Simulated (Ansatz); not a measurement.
The first iterations of a band of ClH + H4Sn (7 atoms, charge 0, multiplicity 1).

Level of theory: RKS PBE-D4/def2-mTZVP in Ansatz.

| Quantity | Value |
| --- | --- |
| movable images | 7 |
| climbing image | yes |
| spring | 5.0 eV/Å² |
| optimiser | quadratic models (default) |
| start path | through a guess of the saddle point |
| force threshold | 0.05 eV/Å |
| iteration limit | 60 |
| end points | relaxed |

First end point:

```xyz
7
Properties=species:S:1:pos:R:3
Sn -0.772 0.836 -0.193
H 0.155 -0.631 -0.147
H -0.778 1.406 -1.815
H -2.367 0.470 0.331
H -0.030 1.977 0.854
H 1.401 -1.629 0.307
Cl 2.391 -2.429 0.663
```

Last end point:

```xyz
7
Properties=species:S:1:pos:R:3
Sn -0.179 1.024 0.310
H -0.237 -2.378 -1.191
H 0.047 1.054 -1.393
H -1.538 0.092 0.793
H -0.159 2.592 1.014
H 0.346 -2.289 -0.726
Cl 1.720 -0.096 1.193
```

| iteration | highest image above the first end (eV) | largest band force component (eV/Å) |
| --- | --- | --- |
| 1 | 1.388 | 2.275 |
| 2 | 1.010 | 1.542 |
| 3 | 1.153 | 0.863 |

**Question.** Does the band converge within its limit, and where does its top end?

**Answer.** The forces met the threshold. It ended after 10 iterations with the highest image 1.099 eV above the first end. A vibrational analysis at the climbing image gives 2 clearly imaginary modes (968i, 130i cm⁻¹): a point of higher order, so a lower path passes nearby. The orbitals stay closed-shell, which can raise the energy where a bond breaks towards radicals; this wasn't checked here.

Run time: 48 s on 2 threads of Intel(R) Xeon(R) Platinum 8488C (Sapphire Rapids), with other jobs on the host, peak memory 0.16 GiB.
